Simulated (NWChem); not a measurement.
Species: C₂H₅O₂, doublet; SMILES C([O])CO

```xyz
9

O      0.6165     1.4537    -0.1606
C     -0.4676     0.8097     0.2925
C     -0.5034    -0.6227    -0.3259
O      0.5344    -1.4458     0.0722
H     -0.4757     0.6773     1.3997
H     -1.4247     1.2838    -0.0218
H     -0.4451    -0.5230    -1.4197
H     -1.5038    -1.0275    -0.0727
H      0.4685    -1.5956     1.0213
```
Atoms are numbered in this order, from 1.

Program: NWChem. Pople sets run with spherical d functions. Spin-unrestricted. Coordinates come from a PBE0/def2-SVP, spin-unrestricted optimisation. No stability test was run on the SCF state. Level BLYP/6-31G*: single points from the atomic guess with DIIS by default; each run changes one setting, and all converged runs end within 0.3 mHa of each other. cgmin counts macro-iterations, each dearer than a DIIS step. NWChem's automatic level shift, which a small gap switches on, acted in some of these runs.

| setting | SCF iterations |
|---|---|
| defaults | 70 |
| quadratically convergent solver (cgmin) | 12 |
| occupation smearing of 0.005 Ha | 15 |
| DIIS on 3 Fock matrices | 48 |
| core-Hamiltonian guess | not converged in 200 |
| no DIIS, 40 % damping | not converged in 200 |
